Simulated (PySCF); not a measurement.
# Charge on either side of a bond

Species: C5H10O2S2Si.
Atom-mapped SMILES: `[CH2:1]=[C:2]([SiH2:3][O:4][C:5]([CH3:6])=[S:7])[S@@:8]([CH3:9])=[O:10]` (hydrogens: H11, H12 on C1; H13, H14 on Si3; H15, H16, H17 on C6; H18, H19, H20 on C9)

Geometry (GFN2-xTB, Å), atoms numbered from 1 in this order:
```
atom  x, y, z in Å
C1    -2.4144   -1.8542    0.2865
C2    -1.3406   -1.0884    0.2520
Si3    0.1073   -1.2904   -0.9191
O4     1.1376   -0.1876   -0.2282
C5     2.3483    0.1135   -0.6485
C6     3.0587    1.1283    0.1808
S7     2.9913   -0.5766   -1.9714
S8    -1.2485    0.2392    1.5212
C9    -1.5974    1.5827    0.2957
O10   -2.4679    0.1140    2.3200
H11   -2.5744   -2.6681   -0.4002
H12   -3.1822   -1.6710    1.0259
H13   -0.2141   -0.8612   -2.2785
H14    0.7052   -2.6183   -0.8625
H15    3.1870    0.7454    1.1933
H16    4.0283    1.3583   -0.2493
H17    2.4583    2.0352    0.2482
H18   -1.6707    2.5146    0.8474
H19   -2.5369    1.3721   -0.2024
H20   -0.7802    1.6234   -0.4138
```

Atomic charges (e) from the PBE0/pcSseg-1 density (PySCF):

| atom | Mulliken | IAO | Hirshfeld | ESP-fitted |
| --- | --- | --- | --- | --- |
| C1 | -0.0344 | -0.2761 | -0.0784 | -0.2923 |
| C2 | -0.7154 | -0.4721 | -0.1304 | -0.0800 |
| Si3 | +0.8734 | +0.9612 | +0.3753 | +0.5202 |
| O4 | -0.5572 | -0.5455 | -0.1603 | -0.3826 |
| C5 | +0.0069 | +0.1631 | +0.1250 | +0.4699 |
| C6 | -0.1922 | -0.4430 | -0.1202 | -0.6162 |
| S7 | -0.1258 | -0.1499 | -0.1437 | -0.2879 |
| S8 | +0.6875 | +1.1145 | +0.3359 | +0.3232 |
| C9 | -0.4034 | -0.5677 | -0.1326 | -0.4954 |
| O10 | -0.6111 | -0.8937 | -0.3483 | -0.4303 |
| H11 | +0.1249 | +0.1579 | +0.0590 | +0.1622 |
| H12 | +0.1523 | +0.1760 | +0.0465 | +0.1743 |
| H13 | -0.0512 | -0.1219 | -0.0737 | -0.0961 |
| H14 | -0.0567 | -0.1126 | -0.0692 | -0.0848 |
| H15 | +0.1510 | +0.1757 | +0.0612 | +0.2005 |
| H16 | +0.1447 | +0.1745 | +0.0534 | +0.1646 |
| H17 | +0.1424 | +0.1693 | +0.0576 | +0.2067 |
| H18 | +0.1588 | +0.1677 | +0.0535 | +0.2140 |
| H19 | +0.1566 | +0.1661 | +0.0486 | +0.1765 |
| H20 | +0.1489 | +0.1565 | +0.0408 | +0.1535 |

Q: Cut each of the bonds C1–C2, C2–Si3, O4–Si3, C5–O4, C6–C5, S8–C2 and C9–S8 in turn and sum the charges on the side of the atom named first.

A: In e; the other side holds the opposite charge:

```json
{"bond cut": "C1–C2", "piece": "CH2", "atoms": "3", "Mulliken": "+0.243", "IAO": "+0.058", "Hirshfeld": "+0.027", "ESP-fitted": "+0.044"}
{"bond cut": "C2–Si3", "piece": "C3H5OS", "atoms": "10", "Mulliken": "-0.335", "IAO": "-0.271", "Hirshfeld": "-0.105", "ESP-fitted": "-0.094"}
{"bond cut": "O4–Si3", "piece": "C2H3OS", "atoms": "7", "Mulliken": "-0.430", "IAO": "-0.456", "Hirshfeld": "-0.127", "ESP-fitted": "-0.245"}
{"bond cut": "C5–O4", "piece": "C2H3S", "atoms": "6", "Mulliken": "+0.127", "IAO": "+0.090", "Hirshfeld": "+0.033", "ESP-fitted": "+0.138"}
{"bond cut": "C6–C5", "piece": "CH3", "atoms": "4", "Mulliken": "+0.246", "IAO": "+0.077", "Hirshfeld": "+0.052", "ESP-fitted": "-0.044"}
{"bond cut": "S8–C2", "piece": "CH3OS", "atoms": "6", "Mulliken": "+0.137", "IAO": "+0.143", "Hirshfeld": "-0.002", "ESP-fitted": "-0.059"}
{"bond cut": "C9–S8", "piece": "CH3", "atoms": "4", "Mulliken": "+0.061", "IAO": "-0.077", "Hirshfeld": "+0.010", "ESP-fitted": "+0.049"}
```

Extremes among these pieces. Mulliken: lowest C2H3OS at O4, highest CH3 at C6; IAO: lowest C2H3OS at O4, highest CH3OS at S8; Hirshfeld: lowest C2H3OS at O4, highest CH3 at C6; ESP-fitted: lowest C2H3OS at O4, highest C2H3S at C5.

Q: Do the schemes agree better on the pieces than on the single atoms at the cuts?

A: The spread between schemes averages 0.217 e for the pieces and 0.497 e for the atoms named first; it is smaller for the piece at 7 of the 7 cuts. On average they agree better on the pieces. The sign differs between schemes (beyond ±0.03 e) for CH3 at C6, CH3OS at S8 and CH3 at C9.

One conformer (not necessarily the lowest) at the GFN2-xTB geometry, without solvent, vibrations or thermal averaging.
